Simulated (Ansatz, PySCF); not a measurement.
Noncovalent pair: NH3 (SMILES N) (first 4 atoms) with SO2 (SMILES O=S=O); geometry from B3LYP-D3(BJ)/def2-TZVP.
(charge 0, multiplicity 1):
```xyz
7

N      0.017     0.001     0.622
H     -0.305    -0.927     0.370
H     -0.778     0.630     0.631
H      0.678     0.321    -0.075
O     -0.223     0.946     3.554
S      0.639    -0.145     3.162
O      0.128    -1.485     3.326
```

Basis-set superposition error: the interaction energy with monomers in their own basis, and in the dimer's basis (counterpoise).

The values were computed with Ansatz (a program for electronic structure); PySCF for 6-31G* rows. Values without a source in brackets are computed.

```tsv
level	uncorrected (kcal/mol)	counterpoise (kcal/mol)	difference
HF/6-31G*	-7.77	-6.21	1.56
SVWN5/def2-TZVPPD	-12.41	-12.16	0.25
PBE/def2-TZVPPD	-7.29	-7.08	0.21
B97M-V/def2-TZVPPD	-7.35	-7.20	0.14
B3LYP/def2-TZVPPD	-5.74	-5.55	0.19
PBE0/def2-TZVPPD	-7.32	-7.15	0.17
wB97M-V/def2-TZVPPD	-7.05	-6.86	0.19
MP2/aug-cc-pV(T+d)Z	-5.69	-5.03	0.66
CCSD/aug-cc-pV(D+d)Z	-5.65	-3.71	1.94
CCSD(T)/aug-cc-pV(D+d)Z	-5.84	-3.71	2.13
```

The error is largest for CCSD(T)/aug-cc-pV(D+d)Z (2.13 kcal/mol) and smallest for B97M-V/def2-TZVPPD (0.14 kcal/mol).
